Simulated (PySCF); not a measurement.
Si(Me)4 (C₄H₁₂Si), SMILES C[Si](C)(C)C.

Geometry optimised at PBE0-D3(BJ)/def2-SVP. The isomer is the one that the SMILES or the coordinates give; other isomers of the formula were not compared.

Method: ωB97X/def2-TZVP (PySCF).

The molecule is in vacuum.

Question: Estimate the frontier levels, gap, dipole moment and polarisability. (An estimate is asked for; the answer gives what the named calculation found.)

Answer: 
```
Property                                                                                                       Result
---------------------------------------------------------------------------------------------  ----------------------
highest occupied level                                                                                      -10.72 eV
lowest empty level                                                                                            2.72 eV
orbital gap                                                                                                  13.44 eV
dipole moment                                                                                                  0.00 D
quadrupole, principal values (traceless, Buckingham form, about the centre of nuclear charge)    0.00, 0.00, 0.00 D·Å
mean static polarisability                                                                      74.6 bohr³ (11.05 Å³)
polarisability, principal values                                                               74.6, 74.6, 74.6 bohr³
```
